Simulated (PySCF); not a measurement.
**Mo (molybdenum, neutral) across methods**

[Kr] 4d4 5s1 5p1, one real determinant (an excited configuration). Calculation: PySCF 2.14, in cc-pVTZ-PP with ECP28MDF; a scalar-relativistic core potential. The B2PLYP total includes its PT2 part (frozen core); its orbital energies are those of the SCF part.

```csv
method,E (hartree),mean ε 4d α (eV),mean ε 5s α (eV),mean ε 5p α (eV),Σ⟨r²⟩ (bohr²),⟨S²⟩
PBEsol,-67.6317,-7.607,-6.346,-2.551,63.59,12.000
r2SCAN,-67.7806,-7.998,-6.574,-2.674,63.17,12.001
revPBE,-67.7881,-7.614,-6.243,-2.541,63.83,12.001
UHF,-67.24090,-12.785,-9.271,-4.874,63.72,12.003
r2SCAN0,-67.7503,-9.418,-7.324,-3.261,63.21,12.002
B2PLYP,-67.5638,-10.240,-7.686,-3.486,64.65,12.001
PBE,-67.7486,-7.644,-6.292,-2.559,63.96,12.001
LDA,-67.5727,-7.681,-6.495,-2.626,63.85,12.000
```

**Question.** Estimate the same row for PBE0.

**Answer.** E (hartree) = -67.7365; mean ε 4d α (eV) = -9.146; mean ε 5s α (eV) = -7.094; mean ε 5p α (eV) = -3.213; Σ⟨r²⟩ (bohr²) = 63.65; ⟨S²⟩ = 12.001.

⟨L²⟩ = 8.01 against 12 for a pure F term, so this real determinant mixes terms. Energies and moments cover only the electrons outside the core potential.
